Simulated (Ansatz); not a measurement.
Basis-set extrapolation for CH₆AlNS (`[CH3][Al]([NH2])[SH]`) (PBE0-D4/def2-TZVP geometry, frozen core, the Gaussian-basis code of Ansatz). Multiplicity 1, RHF reference.

```tsv
	def2-TZVPP	def2-QZVPP
HF	-735.422209	-735.445522
MP2 correlation	-0.651073	-0.700034
CCSD(T) correlation	-0.724042	-0.768950
```

Energies in hartree. Use E(X) = E(∞) + A·exp(−7.88·√X) for Hartree–Fock and E(X) = E(∞) + B·X^(−2.97) for correlation, with X = 3 and 4.

**Question.** What is the CCSD(T) energy at the basis-set limit?

**Answer.** HF limit: -735.445522 + (-0.023313) × 0.13774 = -735.44873. Correlation limit: -0.768950 + (-0.044908) × 0.74074 = -0.80222. Total: -736.25095 hartree, 274.9 kJ/mol below CCSD(T)/def2-TZVPP.
